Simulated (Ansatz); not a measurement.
C₃H₁₁ClSi₂, SMILES CC[Si@H](Cl)[SiH2]C.

The structure is a stationary point at B3LYP-D3(BJ)/def2-SVP. The structure was generated by enumeration; whether it is a known compound was not checked. One conformer was computed; it need not be the lowest.

Two levels are set side by side: PBE/def2-SVPD (Ansatz, a program for electronic structure) and CAM-B3LYP/def2-SVPD (Ansatz). Energy differences of separate SCF runs at the same geometry; the states with an electron removed or added have multiplicity 2 and 2. Differences are taken from unrounded values.

| quantity | PBE |
|---|---|
| vertical ionisation energy (eV) | 9.10 |
| vertical singlet–triplet gap (eV) | 5.08 |

These are the PBE values. What does CAM-B3LYP give? (An estimate is asked for; the answer gives what the named calculation found.)


```tsv
quantity	CAM-B3LYP	PBE minus CAM-B3LYP
vertical ionisation energy (eV)	9.65	-0.55
vertical singlet–triplet gap (eV)	5.78	-0.70
```
